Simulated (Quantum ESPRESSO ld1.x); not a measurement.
Values are calculated unless marked as measured or tabulated.
Nd II, 59 electrons, occupied as [Xe] 4f4 6s1.

Code: ld1.x of Quantum ESPRESSO 7.5. Model: scalar-relativistic Kohn-Sham, LDA (Slater exchange, Perdew-Zunger correlation), spin-polarised, spherical densities, point nucleus; open shells are filled with parallel spins first.

Energy parts (hartree):
total: -9616.975
kinetic: 10233.581
electron-nucleus: -23352.424
Hartree: 3717.065
exchange-correlation: -215.197

Orbitals (lengths in bohr, moments of r in powers of bohr; <r^-3> diverges for s and p1/2; r(max) is where P^2 peaks):
orbital  occ.  eigenvalue (hartree)      <r>   r(max)  <r^-3>
1s up       1              -1593.67  0.02365  0.01511       -
1s down     1              -1593.67  0.02365  0.01511       -
2s up       1              -257.973   0.1010  0.08557       -
2s down     1              -257.971   0.1010  0.08557       -
2p up       3              -230.742  0.08883  0.06894    9009
2p down     3              -230.741  0.08882  0.06894    9009
3s up       1              -56.1220   0.2667   0.2440       -
3s down     1              -56.0818   0.2666   0.2440       -
3p up       3              -47.5336   0.2648   0.2389    1832
3p down     3              -47.4937   0.2647   0.2389    1834
3d up       5              -35.5861   0.2419   0.1960   250.3
3d down     5              -35.5546   0.2418   0.1959   250.6
4s up       1              -11.3498   0.6078   0.5653       -
4s down     1              -11.2480   0.6076   0.5651       -
4p up       3              -8.53562   0.6438   0.5900   400.8
4p down     3              -8.43354   0.6436   0.5898   400.9
4d up       5              -4.53475   0.7077   0.6187   45.02
4d down     5              -4.43309   0.7080   0.6184   44.99
5s up       1              -1.73518    1.466    1.315       -
5s down     1              -1.67123    1.479    1.322       -
5p up       3              -1.05349    1.719    1.491   55.06
5p down     3              -1.00176    1.737    1.505   53.11
6s up       1              -0.32212    3.929    3.494       -
4f up       4              -0.31963    1.089   0.6628   4.957
5d up       0              -0.28885    2.847    2.178   2.459
6s down     0              -0.28680    4.017    3.520       -
5d down     0              -0.25315    2.894    2.204   2.347
4f down     0              -0.23225    1.148   0.6649   4.744
6p up       0              -0.20637    4.895    4.366   5.923
6p down     0              -0.17734    5.174    4.529   5.159

The highest occupied level is 4f up at -8.698 eV. Spin moment in Bohr magnetons: 5. The density falls to 0.001 e/bohr^3 at r = 4.58 bohr.
